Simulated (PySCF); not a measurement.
**Hg³⁺ (mercury, charge +3) across methods**

[Xe] 4f14 5d9, 2D determinant. Computed with PySCF 2.14 in aug-cc-pwCVDZ-PP with ECP60MDF, with a scalar-relativistic core potential. The B2PLYP total includes its PT2 part (frozen core); its orbital energies are those of the SCF part.

```tsv
method	E (hartree)	mean ε 5p β (eV)	mean ε 5d α (eV)	mean ε 5d β (eV)	Σ⟨r²⟩ (bohr²)	⟨S²⟩
PBE0	-151.1437	-104.32	-44.906	-44.030	29.33	0.752
LDA	-150.8602	-100.37	-43.026	-42.232	29.62	0.751
r2SCAN	-151.1995	-102.06	-43.281	-42.346	29.25	0.754
BLYP	-151.1131	-100.28	-42.708	-41.943	29.53	0.751
r2SCANh	-151.1828	-103.43	-44.058	-43.108	29.23	0.754
HSE06	-151.1400	-103.90	-44.479	-43.605	29.34	0.752
UHF	-150.36481	-115.05	-49.964	-48.790	29.17	0.754
PBE	-151.1588	-100.34	-42.856	-42.059	29.45	0.752
```

Estimate the same row for B2PLYP.

E (hartree) = -150.9473; mean ε 5p β (eV) = -108.39; mean ε 5d α (eV) = -46.783; mean ε 5d β (eV) = -45.823; Σ⟨r²⟩ (bohr²) = 29.31; ⟨S²⟩ = 0.752.

Energies and moments cover only the electrons outside the core potential. Spin-orbit coupling, absent here, splits the open shell strongly.
